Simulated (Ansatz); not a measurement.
SrS2. The state is a singlet with charge 0. Geometry PBE0-D4/def2-TZVP; atoms count from 1.

Cartesian coordinates in Å:
```
Sr -1.467 -0.496 -0.229
S 0.774 -0.295 1.033
S 0.693 0.791 -0.803
```

In the def2 sets Sr takes a core potential; there is no spin–orbit coupling. The structure comes from a short search, and lower isomers may exist.

Estimate the Mulliken populations from the PBE0/def2-TZVP orbitals of Ansatz.


```csv
atom,charge (e)
Sr1,1.00
S2,-0.50
S3,-0.50
```
Mulliken values and Mayer orders depend strongly on the basis.

And the Mayer bond orders between bonded heavy atoms (over 0.3)?

Sr1–S2 0.90 (2.58 Å); Sr1–S3 0.90 (2.58 Å); S2–S3 1.03 (2.13 Å).
